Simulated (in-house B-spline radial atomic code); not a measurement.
Inner levels of erbium as electrons are removed. A shift is the extra binding of the orbital against the neutral atom ([Xe] 4f5/2(6) 4f7/2(6) 6s2). The density at the nucleus is averaged over the nuclear charge. Computed with an all-electron radial atomic-structure program (B-spline basis): Dirac-Hartree-Fock, jj configuration that fills j = l - 1/2 first, finite nuclei.

A number in brackets counts the electrons of a j subshell.

```
  ion                    configuration  shift of 2p1/2 (eV)  shift of 3p1/2 (eV)  shift of 3d5/2 (eV)  radius of 2p1/2 (bohr)  radius of 3p1/2 (bohr)  radius of 3d5/2 (bohr)  Σ<r²> (bohr²)  change of density at nucleus (bohr⁻³)
Er28+                    [Kr] 4d3/2(4)               994.68               974.87               972.04                0.071552                 0.21269                 0.20323         4.1742                                 605.58
Er29+                    [Kr] 4d3/2(3)              1056.94              1032.26              1030.33                0.071538                 0.21243                 0.20289          3.857                                 760.35
Er30+                    [Kr] 4d3/2(2)              1120.35              1090.56              1089.57                0.071524                 0.21215                 0.20255         3.5505                                 919.75
Er31+                    [Kr] 4d3/2(1)               1184.9              1149.77              1149.77                0.071509                 0.21187                 0.20219         3.2541                                1083.78
Er32+                [Ar] 3d10 4s2 4p6              1250.58              1209.88               1210.9                0.071494                 0.21157                 0.20182         2.9675                                1252.41
Er33+  [Ar] 3d10 4s2 4p1/2(2) 4p3/2(3)              1317.46              1269.99              1271.13                0.071477                 0.21133                 0.20149         2.6851                                1444.71
Er34+  [Ar] 3d10 4s2 4p1/2(2) 4p3/2(2)              1385.26               1330.8              1332.07                0.071459                 0.21108                 0.20116         2.4098                                1641.16
Er35+  [Ar] 3d10 4s2 4p1/2(2) 4p3/2(1)              1453.97              1392.29              1393.71                0.071441                 0.21082                 0.20082         2.1412                                1841.83
Er36+           [Ar] 3d10 4s2 4p1/2(2)              1523.61              1454.48              1456.05                0.071422                 0.21056                 0.20047         1.8792                                2046.71
Er37+           [Ar] 3d10 4s2 4p1/2(1)              1595.04              1517.04              1521.42                0.071416                 0.21061                 0.20009          1.641                                2090.77
Er38+                    [Ar] 3d10 4s2              1667.41              1580.28              1587.53                0.071407                  0.2104                 0.19969         1.4087                                2133.53
Er39+                    [Ar] 3d10 4s1              1740.21              1645.34              1653.49                 0.07139                 0.21013                 0.19932         1.1801                               -1092.38
Er40+                        [Ar] 3d10              1813.83              1711.01              1720.09                0.071374                 0.20986                 0.19893        0.95647                               -4413.56
Er41+           [Ar] 3d3/2(4) 3d5/2(5)              1954.73              1820.52              1833.34                0.071336                 0.20856                 0.19719        0.89745                               -4034.75
Er42+           [Ar] 3d3/2(4) 3d5/2(4)              2097.83              1931.33              1948.13                0.071296                 0.20727                 0.19548        0.84041                                -3646.8
Er43+           [Ar] 3d3/2(4) 3d5/2(3)              2243.13              2043.43              2064.44                0.071255                   0.206                  0.1938        0.78527                               -3249.65
Er44+           [Ar] 3d3/2(4) 3d5/2(2)              2390.63              2156.82              2182.27                0.071211                 0.20473                 0.19216        0.73195                               -2843.31
```
